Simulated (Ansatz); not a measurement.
Consider the ligand exchange at a B–O bond: `OB(S)O[SiH3]` + H₂S → `OB(S)S` + `O[SiH3]`.

Gas-phase electronic energies from Ansatz, PBE0-D4/def2-TZVP geometries. CCSD(T)/CBS is the MP2 limit (def2-TZVPP, def2-QZVPP) plus CCSD(T) − MP2 in def2-TZVPP, frozen cores. This one scheme is used for every species. Functionals use def2-TZVPP. B3LYP here is the variant with VWN-RPA as its local correlation; programs differ in this. Each species was taken in one conformer, which may not be the lowest.

Task: Is it downhill or uphill in electronic energy at CCSD(T)/CBS, and by how much? (Estimate.)

Result: Ansatz gave: Uphill: ΔE = +14.3 kcal/mol.

Task: What do these levels give: PBE-D4, B3LYP-D4, B2PLYP, PBE, PBE0, B3LYP, HF/def2-TZVPP, MP2/def2-TZVPP, CCSD/def2-TZVPP, CCSD(T)/def2-TZVPP, HF/CBS(def2), MP2/CBS(def2)? (An estimate is asked.)

Result: The calculation gave: PBE-D4 12.0, B3LYP-D4 15.3, B2PLYP 14.5, PBE 11.6, PBE0 12.7, B3LYP 14.8, HF/def2-TZVPP 18.1, MP2/def2-TZVPP 13.3, CCSD/def2-TZVPP 15.4, CCSD(T)/def2-TZVPP 14.7, HF/CBS(def2) 18.6, MP2/CBS(def2) 12.9 kcal/mol.

Largest T1 diagnostic among the species: 0.013.

From PBE to PBE0 (25 % exact exchange), in def2-TZVPP and without D4, ΔE moves by +1.1 kcal/mol. In def2-TZVPP, CCSD(T) changes the Hartree–Fock value by −3.4 kcal/mol (the triples alone add −0.7 kcal/mol) and MP2 by −4.8 kcal/mol.
